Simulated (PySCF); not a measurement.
# Ionisation energy of Ta⁺ by level of theory

Ta⁺ [Xe] 4f14 5d3 6s1 (5F) → Ta²⁺ [Xe] 4f14 5d3 (4F), as a difference of total energies. Computed with PySCF 2.14 in ANO-RCC-VTZP, with scalar relativity by spin-free X2C-1e. Correlated levels: valence: [Xe] 4f14 frozen. The calculations carry no spin-orbit coupling.

```tsv
method	ionisation energy (eV)
UHF	14.204
LDA	15.923
PBE	15.639
MP2 (valence)	14.521
SCS-MP2 (valence)	14.310
```

Question: Estimate what PBE0 gives.

Answer: 15.346 eV, closest to PBE among the rows shown.

Question: Estimate what r2SCAN gives.

Answer: 15.643 eV, closest to PBE among the rows shown.

A first-order spin-orbit estimate (lowest level to lowest level, LS coupling) adds -0.045 eV.

Errors of the correlated levels include the incompleteness of this basis and the frozen core.

For comparison: 16.2 ± 0.5 eV (semi-empirical (NIST evaluation); NIST Atomic Spectra Database, ionization energies).
